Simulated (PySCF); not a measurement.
A PySCF script (with the pyscf-properties extension) for the NMR shieldings of `[BH3-][S@+](C)[C@H](C#C)C#N`, C5H8BNS, on a GFN2-xTB geometry:

```python
import basis_set_exchange as bse
import numpy as np
from pyscf import gto, dft
from pyscf.prop import nmr

atoms = """
B    -2.096283   -0.828155   -0.604130
S    -0.611236   -0.632480    0.668231
C    -0.666581    1.134479    1.085639
C     0.876227   -0.628272   -0.472999
C     2.096671   -0.484558    0.288066
C     3.091705   -0.311202    0.930637
C     0.776649    0.435807   -1.439525
N     0.734283    1.310857   -2.172458
H    -1.979922   -1.940644   -0.999115
H    -3.046149   -0.664329    0.086315
H    -1.921087    0.012631   -1.421826
H    -1.459724    1.251461    1.817673
H    -0.894558    1.716930    0.197586
H     0.285429    1.431038    1.516900
H     0.831908   -1.599318   -0.977104
H     3.975071   -0.195300    1.484698
"""
names = dict.fromkeys(["B", "S", "C", "N", "H"], "pcSseg-1")
basis = {el: gto.basis.parse(bse.get_basis(n, elements=[el], fmt="nwchem")) for el, n in names.items()}
mol = gto.M(atom=atoms, basis=basis, charge=0, verbose=0)
mf = dft.RKS(mol, xc="PBE0")
mf.grids.level = 2
mf.grids.alignment = dft.numint.BLKSIZE   # the property module wants whole blocks of grid points
mf.conv_tol = 1e-9
mf.kernel()

calc = nmr.RKS(mf)   # GIAO
C = mf.mo_coeff
Co = C[:, mf.mo_occ > 0]
resp = mf.gen_response(singlet=True, hermi=2)
def vind(x):   # induced exchange potential for any number of trial vectors
    d = np.einsum("pi,xij,qj->xpq", C, 2 * x.reshape(-1, C.shape[1], Co.shape[1]), Co, optimize=True)
    return np.einsum("xpq,pi,qj->xij", resp(d - d.transpose(0, 2, 1)), C, Co, optimize=True).ravel()
mo1, _ = nmr.rhf.solve_mo1(calc, with_cphf=vind)
sigma = calc.kernel(mo1)
for i, s in enumerate(sigma):   # ppm
    w = np.linalg.eigvalsh((s + s.T) / 2)
    print("%2d %-2s iso %8.1f  s11 %8.1f  s22 %8.1f  s33 %8.1f" % (i, mol.atom_pure_symbol(i), w.mean(), *w))
```

Q: What are the results?

A: 
```
 0 B  iso    127.2  s11    110.3  s22    116.9  s33    154.4
 1 S  iso    388.8  s11    183.6  s22    363.4  s33    619.4
 2 C  iso    159.1  s11    140.6  s22    148.3  s33    188.3
 3 C  iso    150.4  s11    134.0  s22    145.3  s33    172.0
 4 C  iso    109.2  s11      8.4  s22     20.8  s33    298.4
 5 C  iso    101.4  s11     28.8  s22     35.6  s33    239.8
 6 C  iso     72.0  s11    -41.2  s22    -34.6  s33    291.9
 7 N  iso    -49.8  s11   -230.2  s22   -200.7  s33    281.6
 8 H  iso     29.9  s11     26.3  s22     27.5  s33     35.8
 9 H  iso     29.8  s11     26.6  s22     27.3  s33     35.5
10 H  iso     29.7  s11     26.1  s22     28.8  s33     34.3
11 H  iso     29.4  s11     24.8  s22     26.1  s33     37.2
12 H  iso     29.1  s11     25.3  s22     27.7  s33     34.1
13 H  iso     29.2  s11     23.9  s22     27.5  s33     36.1
14 H  iso     27.7  s11     23.5  s22     25.9  s33     33.7
15 H  iso     29.5  s11     24.4  s22     24.6  s33     39.5
```

These numbers come from an equivalent density-fitted implementation of the same equations, which agrees with the script to about 0.01 ppm for H and up to a few tenths of a ppm for heavy atoms, so last digits may differ.

Size and cost of the density-fitted run: 183 basis functions, 100 s wall time (70 s CPU) on 1 thread of an Intel Xeon, shared host; peak memory 0.83 GiB.
